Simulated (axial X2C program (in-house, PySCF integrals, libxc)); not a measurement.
Spin–orbit effects along a row: molecules with Zr (ions), PBE0

All values come from calculations with an axial X2C code built on PySCF integrals, spin-free (one-electron X2C) or two-component (2c: spin–orbit coupling with atomic mean-field Coulomb and Gaunt terms, which also bring small scalar terms), in Dyall basis sets with cores contracted in-house; open shells are unrestricted.

Basis sets: B dyall-v3z, C dyall-v3z, F dyall-av3z, Li dyall-cv3z, N dyall-av3z, Zr dyall-cv3z.

| molecule | spin-free state | Re (Å) | ωe (cm⁻¹) | De (eV) | 2c state | Re 2c (Å) | ωe 2c (cm⁻¹) | De 2c (eV) |
| --- | --- | --- | --- | --- | --- | --- | --- | --- |
| LiZr⁺ | M_S = 1, Λ = 2 | 3.130 | 265.8 | 1.26 | Ω = 1 | 3.130 | 265.7 | n/a |
| ZrB⁺ | M_S = 2, Λ = 2 | 2.145 | 559.3 | 2.97 | Ω = 4 | 2.144 | 559.2 | n/a |
| ZrC⁺ | M_S = 1/2, Λ = 0 | 1.746 | 982.3 | 5.01 | Ω = 1/2 | 1.746 | 982.2 | n/a |
| ZrN⁺ | M_S = 0, Λ = 0 | 1.635 | 1133.6 | 5.95 | Ω = 0 | 1.634 | 1133.8 | n/a |
| ZrF⁺ | M_S = 1, Λ = 2 | 1.814 | 751.6 | 6.10 | Ω = 1 | 1.815 | 751.1 | n/a |

(1) Work out the shifts from the spin-free to the two-component result.

Fragments in 2c: Zr + Li+, Zr+ + B, Zr+ + C, Zr+ + N, Zr+ + F. Each entry is the lowest single determinant of a limited PBE0 search at one distance. De goes to single-determinant-based atoms at the same level (for ions the charge split of lowest energy) and is withheld (n/a) where an atom does not fit its ground term or J level. Main or longest-lived isotopes. One determinant is a doubtful description, or other states lie close, for LiZr⁺, ZrB⁺, ZrC⁺, ZrF⁺; these need not be ground states, and all values refer to the states named. Some open-shell Ω = 0 determinants are out of reach, so the Ω given for ZrB⁺ need not be the lowest component. With several unpaired electrons the Ω given is that of one determinant, not necessarily of the lowest component. The functionals have no current term, which raises determinants with orbital currents.

Answers

(1) 

| molecule | 2c state | ΔRe (Å) | Δωe (cm⁻¹) | ΔDe (eV) |
| --- | --- | --- | --- | --- |
| LiZr⁺ | Ω = 1 | 0.000 | -0.1 | n/a |
| ZrB⁺ | Ω = 4 | -0.001 | -0.1 | n/a |
| ZrC⁺ | Ω = 1/2 | 0.000 | -0.1 | n/a |
| ZrN⁺ | Ω = 0 | -0.001 | 0.2 | n/a |
| ZrF⁺ | Ω = 1 | 0.001 | -0.5 | n/a |

Shifts of one unit in the last digit are rounding.
